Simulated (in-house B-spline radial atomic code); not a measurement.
Settings and results of a run for the molybdenum ion Mo⁵⁺ (an excited or competing configuration). Method: Dirac-Hartree-Fock, average of configuration, Fermi nucleus of rms radius 4.4091 fm. Calculated with an all-electron radial atomic-structure program (B-spline basis).

Command:
```bash
python run_scf.py task.json out
```
Settings (nuclear radius in fm, mass in u):
```
Z                42
configuration    [Ar] 3d10 4s2 4p5 4d1 8g1
hamiltonian      dirac
method           hf
spin_polarised   False
nucleus          fermi
rms_radius       4.4091
atomic_mass      97.9054
speed_of_light   137.035999084
```

Output (hartree, bohr):
```
 radial grid: 79 intervals, B-splines of order 8, outer radius 53.3333 bohr

 iter        energy (Eh)    residual
    1       -4033.081616    5.37e-01
    2       -4037.884645    2.08e-01
    3       -4038.407786    5.15e-02
    4       -4038.453081    1.45e-02
    5       -4038.457343    7.89e-03
    6       -4038.458035    4.20e-04
    7       -4038.458038    5.08e-05
    8       -4038.458038    2.94e-06
    9       -4038.458038    1.75e-07

 total energy                     -4038.45804
 kinetic                            4188.8817
 electron-nucleus                  -9647.4343
 electron-electron                  1420.0945

 first-order corrections (not in the total)
   Gaunt                             2.6921
   retardation                      -0.2667
   frequency dependence             -0.0169
   self-energy                       1.8100
   Uehling                          -0.2070
   Wichmann-Kroll                    0.0031
   recoil                            0.0160

 orbital      occ     eigenvalue          <r>       <r^2>       <1/r>     <1/r^3>     <1/r^2>       r_max    small
 1s1/2      2.000      -742.6799     0.035156  0.00166789     43.5519           -     4004.65     0.02288  2.35e-02
 2s1/2      2.000      -110.4264     0.153036   0.0276768     9.93985           -      439.49      0.1295  4.84e-03
 2p1/2      2.000      -101.4957     0.130825   0.0210126     9.87948           -      141.54       0.101  4.81e-03
 2p3/2      4.000       -97.5547     0.135347   0.0223641     9.41235     2390.57     120.758      0.1048  4.66e-03
 3s1/2      2.000       -22.6195     0.425401    0.207206     3.41391           -     80.2504      0.3822  1.30e-03
 3p1/2      2.000       -19.1636     0.421217    0.206472     3.30165           -     25.5306      0.3706  1.24e-03
 3p3/2      4.000       -18.4887     0.431181    0.216156     3.19251     402.437     21.9577      0.3795  1.20e-03
 3d3/2      4.000       -12.4219     0.410877    0.202365     2.99322     58.2815     11.4051      0.3216  1.08e-03
 3d5/2      6.000       -12.2956     0.414239    0.205537     2.96451     55.6251      11.148      0.3243  1.06e-03
 4s1/2      2.000        -5.7961      1.06703     1.27951     1.26786           -     14.0859      0.9721  3.01e-04
 4p1/2      1.667        -4.6875        1.139     1.46732     1.17483           -     4.38249       1.026  2.68e-04
 4p3/2      3.333        -4.5776      1.16046     1.52245     1.14743     62.9749     3.82874       1.046  2.61e-04
 4d3/2      0.400        -3.0201       1.3802     2.18152    0.938793     6.77383     1.63606       1.207  1.86e-04
 4d5/2      0.600        -3.0067      1.38769     2.20465     0.93287     6.47565     1.60662       1.214  1.84e-04
 8g7/2      0.444        -0.2827      14.2274     228.937    0.095299  0.00528074   0.0165378       16.18  7.74e-06
 8g9/2      0.556        -0.2827       14.227     228.926   0.0953035  0.00528187   0.0165399       16.18  7.74e-06

 Slater integrals (Eh)
   F0(4p1/2,4p1/2)               0.788995
   F0(4p1/2,4p3/2)               0.781533
   G2(4p1/2,4p3/2)               0.416660
   F0(4p1/2,4d3/2)               0.709505
   G1(4p1/2,4d3/2)               0.455609
   F0(4p1/2,4d5/2)               0.707083
   G3(4p1/2,4d5/2)               0.281052
   F0(4p1/2,8g7/2)               0.095193
   G3(4p1/2,8g7/2)               0.001510
   F0(4p1/2,8g9/2)               0.095197
   G5(4p1/2,8g9/2)               0.001074
   F0(4p3/2,4p3/2)               0.774356
   F2(4p3/2,4p3/2)               0.413586
   F0(4p3/2,4d3/2)               0.704389
   F2(4p3/2,4d3/2)               0.363011
   G1(4p3/2,4d3/2)               0.457495
   G3(4p3/2,4d3/2)               0.284684
   F0(4p3/2,4d5/2)               0.702037
   F2(4p3/2,4d5/2)               0.361251
   G1(4p3/2,4d5/2)               0.454611
   G3(4p3/2,4d5/2)               0.282854
   F0(4p3/2,8g7/2)               0.095182
   F2(4p3/2,8g7/2)               0.007351
   G3(4p3/2,8g7/2)               0.001629
   (list cut)
```

Run time, properties included: 1.5 s on 1 thread of Arm Neoverse V2 (shared host).

For the Dirac Hamiltonian the kinetic term is c α·p + (β - 1)c².
